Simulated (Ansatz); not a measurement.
C5H6AgNO, SMILES `[OH][Ag-][n+]1ccccc1`, relaxed with RKS PBE0-D4/def2-TZVP in the Gaussian-basis code of Ansatz from a GFN2-xTB geometry. The force threshold is 0.005 eV/Å; the program also tests the step.

The species carries charge 0 and has multiplicity 1. Ag takes the def2 core potential.

Start:

```xyz
14

O     3.304    3.119    0.737
Ag    1.931    1.688    0.568
N     0.374    0.251    0.123
C    -0.085   -0.647    0.993
C    -1.122   -1.516    0.707
C    -1.720   -1.456   -0.542
C    -1.245   -0.524   -1.452
C    -0.202    0.304   -1.077
H     3.830    3.186    1.534
H     0.403   -0.667    1.957
H    -1.454   -2.224    1.451
H    -2.533   -2.118   -0.800
H    -1.675   -0.438   -2.437
H     0.193    1.042   -1.762
```

(1) By how much does the energy fall, and how many steps does the optimiser take? (An estimate is asked.)

(2) Which bonds change most? (An estimate is asked.)

(3) Give the relaxed structure. (Best estimate.)

Results:

(1) The calculation gave: 1.20 kcal/mol, in 7 steps.

(2) Computed: Ag2–N3 from 2.165 to 2.106 Å; O1–Ag2 from 1.991 to 1.977 Å; N3–C4 from 1.331 to 1.336 Å; N3–C8 from 1.332 to 1.336 Å.

(3) Computed: 
```xyz
14

O     3.312    3.046    0.793
Ag    1.890    1.703    0.506
N     0.352    0.332    0.070
C    -0.059   -0.560    0.975
C    -1.066   -1.472    0.722
C    -1.678   -1.464   -0.520
C    -1.255   -0.541   -1.462
C    -0.241    0.336   -1.128
H     3.714    2.916    1.654
H     0.444   -0.535    1.934
H    -1.359   -2.174    1.492
H    -2.471   -2.166   -0.751
H    -1.701   -0.494   -2.447
H     0.117    1.073   -1.837
```
